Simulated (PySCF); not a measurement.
Working out the ionisation energy of F⁺

F⁺ [He] 2s2 2p4 (3P) → F²⁺ [He] 2s2 2p3 (4S). Calculation: PySCF 2.14, in cc-pVDZ; the non-relativistic Hamiltonian (point nucleus). Frozen: 1s2. Energies in hartree (1 hartree = 27.21139 eV):

| part | F⁺ (lower) | F²⁺ (upper) |
| --- | --- | --- |
| UHF | -98.800485 | -97.572691 |
| CCSD correlation | -0.112345 | -0.082097 |
| (T) | -0.000779 | -0.000383 |

Problem. What does Hartree-Fock give?

Solution. (-97.572691) − (-98.800485) = 1.227794 hartree = 33.410 eV.

Problem. What do CCSD and CCSD(T) give?

Solution. The CCSD correlation energies differ by 0.030248 hartree = 0.823 eV and the triples by 0.000396 hartree = 0.011 eV, so CCSD gives 34.233 eV and CCSD(T) 34.244 eV.

Measured between the centres of the two terms (NIST): 34.950 eV, so CCSD(T) (valence) is off by -0.706 eV.

A double-zeta basis recovers only part of the correlation energy.

What remains against the reference includes basis incompleteness, the frozen core and higher excitations.
